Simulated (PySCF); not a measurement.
**Spinor energies of Sm⁵³⁺ (samarium, charge +53)**

Start: [He] 2s2 2p5; 2p1/2 filled at m_j = -1/2, +1/2; 2p3/2 filled at m_j = -1/2, +1/2, +3/2. Calculated with PySCF 2.14 in an uncontracted even-tempered set (17 s from 33 bohr⁻², ratio 2.4; 13 p from 43 bohr⁻², ratio 2.4; 5 d from 150 bohr⁻², ratio 2.6; 4 f from 230 bohr⁻², ratio 2.6): generalised Hartree-Fock with the X2C-1e Hamiltonian and a Gaussian nucleus; one run each with spin-orbit coupling (SO) switched off, then screened by Boettger's factors.

| spinor shell | electrons | ε, spin-free (eV) | ε, screened SO (eV) | weight of nominal j (screened SO) | rms radius, screened SO (bohr) |
| --- | --- | --- | --- | --- | --- |
| 1s1/2 | 2 | -51415.0 | -51401.3 | 1.000 | 0.0259 |
| 2s1/2 | 2 | -11749.0 | -11745.1 | 1.000 | 0.102 |
| 2p1/2 | 2 | -10976.6 | -11418.1 | 1.000 | 0.0873 |
| 2p3/2 | 3 | -10976.6 | -10783.2 | 1.000 | 0.0929 |

```
   quantity    spin-free  screened SO
E (hartree)  -7107.74258  -7119.51130
        M_J          3/2          3/2
       ⟨J²⟩        3.750        3.750
       ⟨L²⟩        2.000        2.011
       ⟨S²⟩        0.750        0.761
```

Each row is a mean over spinors that exchange with the open shell spreads, by up to 52.049 eV (2s1/2).

Breit and QED terms are absent; they matter most for the inner s and p1/2 levels.

Densities and radii are taken from the X2C orbitals without a picture-change correction, which distorts them close to the nucleus.

Without spin-orbit coupling the j labels of p, d and f shells carry no meaning; the spin-free column gives the mean over the occupied spinors of each nl shell.
